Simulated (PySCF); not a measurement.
H20Ge7Si2, SMILES `[GeH2]([GeH2][SiH3])[GeH2][GeH2][GeH2][GeH2][GeH2][SiH3]`, neutral singlet in the gas phase. 

Cartesian coordinates (Å):
SMILES: [GeH2]([GeH2][GeH2][SiH3])[GeH2][GeH2][GeH2][GeH2][SiH3]
```xyz
29

Si     6.8648    -0.9421     0.3287
Ge     4.5085    -0.9561    -0.0071
Ge     3.6039     1.2925     0.0367
Ge     1.2055     1.3142    -0.3064
Ge     0.2767     3.5511    -0.2228
Ge    -2.1150     3.5500    -0.6147
Ge    -3.0650     5.7779    -0.5507
Ge    -5.4516     5.7634    -0.9749
Si    -6.3560     7.9625    -0.8690
H      7.5175    -0.1489    -0.7567
H      7.1764    -0.3037     1.6435
H      7.4257    -2.3277     0.3192
H      4.1658    -1.6034    -1.3621
H      3.8177    -1.7883     1.0895
H      3.9310     1.9478     1.3923
H      4.2815     2.1392    -1.0579
H      0.8840     0.6825    -1.6744
H      0.5299     0.4451     0.7717
H      0.9665     4.4309    -1.2829
H      0.5693     4.1744     1.1554
H     -2.8035     2.6739     0.4494
H     -2.4018     2.9152    -1.9890
H     -2.7939     6.4067     0.8297
H     -2.3651     6.6601    -1.6023
H     -6.1352     4.8547     0.0640
H     -5.7043     5.1477    -2.3639
H     -7.8276     7.9609    -1.1317
H     -6.1078     8.5372     0.4880
H     -5.6842     8.8267    -1.8864
```
Charge 0, multiplicity 1.

All levels are single points at this geometry (r2SCAN-D4/def2-SVP); Pople sets use spherical d functions. Orbital energies aren't observables, and empty levels follow the basis.

r2SCAN-D4/def2-TZVP in PySCF gives gap (eV) = 4.49.

### Question
Estimate the gap (eV) from each of these levels: B3LYP/3-21G in PySCF; B3LYP/6-31G* in PySCF; B3LYP/LANL2DZ in PySCF; M06-2X/6-31G* in PySCF; SVWN5/6-31G* in PySCF.

### Answer

```json
[
 {"level": "B3LYP/3-21G in PySCF", "gap (eV)": "5.51"},
 {"level": "B3LYP/6-31G* in PySCF", "gap (eV)": "5.30"},
 {"level": "B3LYP/LANL2DZ in PySCF", "gap (eV)": "5.71"},
 {"level": "M06-2X/6-31G* in PySCF", "gap (eV)": "7.25"},
 {"level": "SVWN5/6-31G* in PySCF", "gap (eV)": "3.99"}
]
```
